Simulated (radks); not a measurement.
Excited configurations of neutral palladium: one electron is placed in a higher orbital outside [Kr] 4d9. The ground configuration is [Kr] 4d10. Method: scalar-relativistic Kohn-Sham, LDA (Slater exchange, Perdew-Wang correlation), spin-polarised, spherical densities, finite nucleus; open shells are filled with parallel spins first (spin-orbit coupling, left out, can overturn this in heavy ions); Fermi nuclear charge, rms radius 4.5318 fm; computed with a radial shooting solver on a logarithmic mesh with Libxc functionals. Excitation = E - E(ground); binding = E(ion) - E, where the ion is the core of charge +1; n* = 1/sqrt(2 binding) in atomic units, and the quantum defect is n - n*.

outer orbital  excitation (eV)  binding (eV)     n*  eigenvalue (eV)  <r> (bohr)
5p                       5.004         4.233  1.793           -2.059       4.529
6s                       6.690         2.546  2.312           -1.557       8.549
6p                       7.412         1.824  2.731           -1.077       11.15
7s                       7.914         1.323  3.207           -0.844       16.64
7d                       8.574         0.663  4.530           -0.420       31.34

The Delta-SCF ionisation energy is 9.237 eV (NIST Atomic Spectra Database: 8.337 eV, measured). Self-interaction in the functional shifts the binding energies and quantum defects, so they are the method's values and not measured ones. Open shells are spherical and high-spin; term and fine-structure splittings are not resolved.
